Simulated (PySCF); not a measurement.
Computed with B3LYP-D3(BJ)/def2-TZVP (PySCF 2.14.0). Gas-phase values, no solvent. B3LYP has the VWN-RPA correlation part, as in Gaussian. 

Reference species (SMILES): `C1=C[SiH2]1` (neutral, multiplicity 1).

```yaml
dipole_moment: 0.37 D
LUMO: -0.46 eV
S1 oscillator strength: 0.010
```

Changed species: `C=C=[SiH2]`.

Question: Give the shifts of the dipole moment, LUMO and S1 oscillator strength.

Answer: the dipole moment drops by 0.21 D, to 0.16 D; the LUMO falls by 0.80 eV, to -1.26 eV; the S1 oscillator strength is nearly the same.
